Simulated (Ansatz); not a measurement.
# doublet H: levels of theory in one basis

A single H atom.

Basis set: aug-cc-pVDZ (spherical functions). All electrons are correlated. Correlation on ROHF uses semicanonical orbitals with singles. Charge 0, multiplicity 2.

Computed with Ansatz (development build ahead of 0.2.0); each method stands on the lowest determinant of its kind that the runs found.

| method | E − E(ROHF) (eV) | <S²> of the determinant |
| --- | --- | --- |
| ROHF | 0.00 | 0.75 |
| ROHF-MP2 | 0.00 | – |

Question: Is a single determinant a sound starting point here?

Answer: By this sign, yes. Unrestricted orbitals gain 0.00 eV and <S²> is 0.75 against 0.75 for a pure state.
